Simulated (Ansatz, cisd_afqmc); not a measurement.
Species: CH$_{2}$N, charge 0, doublet. CH2N (SMILES C=[N], doublet).
B3LYP-D3(BJ)/def2-TZVP minimum from Ansatz (a quantum-chemistry and plane-wave program):
```
C
N 1 1.2376
H 1 1.0983 2 121.59
H 1 1.0983 3 116.83 2 -180.00
```
Charge 0, spin multiplicity 2.

Total energies in cc-pVTZ, 11 correlated electrons, 2 frozen orbitals. Open shells are spin-unrestricted; no spin-orbit coupling. Cores are frozen in correlated methods. No relativity. AFQMC is phaseless with a CISD trial state; ± is one standard error, without the phaseless bias. Outlying blocks are dropped, and bars are widened where a walk drifts. Over all cases where full CI ran beside it in this data, AFQMC minus full CI had a median of +0.1 mEh and passed +0.4 mEh in a tenth of the cases. The UHF reference of CH2N (C=[N], doublet) is spin-contaminated (<S^2> up to 0.18 over the pure value in the sets run).

| method | program | energy (Eh) | minus CCSDT(Q) (mEh) |
|---|---|---|---|
| HF | Ansatz | -93.46588 | 358.75 |
| MP2 | Ansatz | -93.77537 | 49.25 |
| CCSD | Ansatz | -93.80798 | 16.64 |
| CCSD(T) | Ansatz | -93.82264 | 1.99 |
| CCSDT(Q) | Ansatz | -93.82463 | 0.00 |
| AFQMC/CISD | cisd_afqmc | -93.8237 ± 0.0006 | 0.9 ± 0.6 |

Rough core times of Ansatz's runs on a shared machine: CCSD(T) under 20 s, CCSDT(Q) 8 min.
